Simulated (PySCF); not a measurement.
Si(H)(OMe) (CH₄OSi), SMILES CO[SiH] (connectivity only; charge and spin as stated), neutral, multiplicity 1. Atoms are numbered in the order given.

```xyz
7

Si    -0.0259    -1.2092     0.0000
H     -1.5439    -0.8826     0.0000
O      0.5200     0.3394     0.0000
C     -0.1930     1.5703     0.0000
H      0.0889     2.1405     0.8878
H      0.0889     2.1405    -0.8878
H     -1.2733     1.3933     0.0000
```
Charge 0, spin multiplicity 1.

Geometry optimised at r2SCAN-D4/def2-TZVP.

Calculation: PySCF with PBE0/def2-TZVPD.

Gas-phase values at a fixed geometry.

The total energy comes out as -405.00298 hartree and the point group is Cs. The highest occupied level comes out as -6.55 eV and the lowest empty level is -2.00 eV. The orbital gap is 4.55 eV. The dipole moment comes out as 0.354 e·Å and the quadrupole, principal values (traceless, Buckingham form, about the centre of nuclear charge) comes out as -4.16, 0.97, 3.18 D·Å. The mean static polarisability is 50.8 bohr³ (7.52 Å³) and the polarisability, principal values is 43.0, 49.3, 60.0 bohr³.
